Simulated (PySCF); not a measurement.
Correlation energy of Br⁺ (bromine, charge +1)

[Ar] 3d10 4s1 4p5, 4s spin antiparallel (an excited configuration). All numbers are calculated (PySCF 2.14, scalar relativity by spin-free X2C-1e, in x2c-TZVPPall with one added diffuse shell each of s, p, d type (7s6p5d1f, 57 functions)). Frozen: [Ar] 3d10; 6 electrons correlated.

MP2 pair energies summed by pair of shells (mhartree):

```csv
pair,energy,share (%)
4p-4p,-129.88,74.0
4s-4p,-45.61,26.0
```

Total MP2 correlation energy: -175.49 mhartree.

Same-spin part -27.73 and opposite-spin part -147.76 mhartree; SCS-MP2 scales them by 1/3 and 6/5 to -186.56 mhartree.
